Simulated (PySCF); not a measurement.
Computed with TPSSh-D3(BJ)/def2-TZVP // BP86-D3(BJ)/def2-SVP run with PySCF. All species are isolated molecules in the gas phase. 

Reference species: [Ti(Cl)3] (neutral, multiplicity 2).

```json
{
 "spin population on the central atom (Mulliken)": "1.11",
 "coordination_number": "3",
 "charge on the central atom (Mulliken)": "1.06 e",
 "highest_occupied_spin_orbital": "-6.62 eV"
}
```

Changed species: [Pd(Cl)3] (M = Pd, multiplicity 2; the reference has M = Ti, multiplicity 2).

Task: What does the change do to the spin population on the central atom (Mulliken), coordination number, charge on the central atom (Mulliken) and highest occupied spin orbital?

Result: the spin population on the central atom (Mulliken) drops by 0.64, to 0.47; the coordination number stays essentially unchanged; the charge on the central atom (Mulliken) decreases by 0.42 e, to 0.64 e; the highest occupied spin orbital decreases by 1.32 eV, to -7.94 eV.
